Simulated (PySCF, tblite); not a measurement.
Isomers of C3H10NO2Si (doublet state), one GFN2-xTB conformer each. Single-point energies are computed at B3LYP/pcH-1 (PySCF, gas phase, no added dispersion term), electronic only. GFN2-xTB treats the open shell by occupation alone, and not every SCF solution was tested for stability.

Task: Rank them by B3LYP/pcH-1 energy, lowest first (kJ/mol).
A. `[CH3:1][C:2]([CH3:3])[O:4][Si@@H:5]([NH2:6])[OH:7]` (doublet state) with C1–C2–O4–Si5 -170°, C2–O4–Si5–N6 64°, O4–Si5–N6–H -55° and 168°, O4–Si5–O7–H -50°
B. `[CH3:1][CH:2]([CH3:3])[O:4][Si@@H:5]([NH:6])[OH:7]` (doublet state) with C1–C2–O4–Si5 171°, C2–O4–Si5–N6 34°, O4–Si5–N6–H 145°, O4–Si5–O7–H 13°

Result: A (0.0), B (76.3).

GFN2-xTB itself gives, in the same order: 0.0, 66.0. Both levels put the same isomer lowest.

Task: What happens when harmonic zero-point energies from GFN2-xTB frequencies are added?

Result: 
| SMILES | ZPE (kJ/mol) | electronic (kJ/mol) | with ZPE (kJ/mol) |
| --- | --- | --- | --- |
| C[C](C)O[Si@@H](N)O | 343.2 | 0.0 | 0.0 |
| CC(C)O[Si@@H]([NH])O | 343.5 | 76.3 | 76.7 |

The zero-point energies span 0.3 kJ/mol. The order is unchanged.
